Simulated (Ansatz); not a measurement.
CH₃AlFN, SMILES `F[CH]1[NH][AlH]1`, relaxed with RKS PBE0-D4/def2-TZVP in Ansatz from a PBE-D4/def2-SVP geometry. The force threshold is 0.005 eV/Å; the program also tests the step.

The species carries charge 0 and has multiplicity 1.

Start:

```xyz
7

F     1.728   -0.243    0.829
C     0.496   -0.599    0.264
N    -0.577    0.332    0.544
Al   -0.289    0.446   -1.197
H     0.332   -1.667    0.532
H    -0.929    0.465    1.499
H    -0.761    1.266   -2.471
```

```tsv
step	energy (eV)	largest force (eV/Å)	largest move (Å)
1	-11882.0850	0.585	0.000
2	-11882.1159	0.413	0.023
3	-11882.1244	0.113	0.024
4	-11882.1249	0.045	0.005
5 (rejected)	-11882.1247	0.081	0.011
6	-11882.1251	0.007	0.005
7 (rejected)	-11882.1251	0.007	0.003
8	-11882.1251	0.001	0.001
```

End:

```xyz
7

F     1.718   -0.237    0.800
C     0.485   -0.595    0.243
N    -0.574    0.337    0.553
Al   -0.301    0.463   -1.158
H     0.323   -1.636    0.529
H    -0.924    0.438    1.494
H    -0.726    1.230   -2.460
```

Run time 32 s (2 threads of an Intel Xeon Platinum 8259CL on a shared host); peak host memory 0.3 GiB.
